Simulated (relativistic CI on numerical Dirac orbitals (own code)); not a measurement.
Pd28+: q coefficients and field-shift factors

Calculated at this level of theory: Dirac-Coulomb-Breit CI, orbitals from a KLI potential per configuration, derivatives by finite differences, unscaled Slater integrals, QED left out (own radial code, finite nucleus).

CI space (outside the closed core [Ne]): 3s2.3p6, 3s2.3p5.3d, 3s.3p6.3d, 3p6.3d2, 3p5.3d3. Double excitations out of closed p, d and f shells are left out; levels of such configurations are missing from the list, as are those of other unlisted configurations, and high levels can miss mixing partners.

With x = (α/α₀)² − 1 an excitation energy changes as ω = ω₀ + qx; K = 2q/ω₀ is the relative enhancement. Terms are leading LS components, so labels can repeat. The field-shift factor is F = δν/δ⟨r²⟩ for the transition from the lowest level.

Lowest level 3s2.3p6 1S_0.

| Level | ω₀ (cm⁻¹) | q (cm⁻¹) | F (GHz/fm²) |
| --- | --- | --- | --- |
| 3s2.3p5.3d 3P°_0 | 1014608 | 19050 | 2.02 |
| 3s2.3p5.3d 3P°_1 | 1043291 | 32540 | 2.01 |
| 3s2.3p5.3d 3F°_3 | 1086125 | 22170 | 2.04 |
| 3s2.3p5.3d 3D°_2 | 1094508 | 38610 | 2.04 |
| 3s2.3p5.3d 3F°_4 | 1116354 | 78700 | 2.47 |
| 3s2.3p5.3d 1D°_2 | 1138353 | 76110 | 2.23 |
| 3s2.3p5.3d 3D°_3 | 1192459 | 79410 | 2.57 |
| 3s2.3p5.3d 3D°_1 | 1274318 | 142500 | 0.702 |
| 3s2.3p5.3d 3F°_2 | 1361949 | 317200 | -3.61 |
| 3s2.3p5.3d 3D°_2 | 1430675 | 374200 | -3.11 |
| 3s2.3p5.3d 1F°_3 | 1449320 | 381100 | -3.26 |
| 3s2.3p5.3d 1P°_1 | 1613723 | 255400 | -1.54 |
| 3s.3p6.3d 3D_1 | 2238400 | 383000 | -342 |
| 3s.3p6.3d 3D_2 | 2254463 | 393100 | -342 |
| 3s.3p6.3d 3D_3 | 2299222 | 443700 | -342 |
| 3s.3p6.3d 1D_2 | 2375565 | 438500 | -346 |
| 3p6.3d2 3F_2 | 4543704 | 772100 | -685 |
| 3p6.3d2 3F_3 | 4592873 | 827800 | -684 |
| 3p6.3d2 3P_0 | 4630852 | 786300 | -684 |
| 3p6.3d2 3F_4 | 4631101 | 853700 | -684 |
| 3p6.3d2 1D_2 | 4647229 | 824000 | -684 |
| 3p6.3d2 3P_1 | 4661089 | 829500 | -684 |
| 3p6.3d2 1G_4 | 4702095 | 861400 | -684 |

At this charge energies of transitions that change n are usually good to better than 1 %, and those within a shell (Δn = 0) to a few per cent.

Question: Which transition from the lowest level has the largest |K|?

Answer: 3s2.3p5.3d 1F°_3 at 1449320 cm⁻¹, K = 0.526.
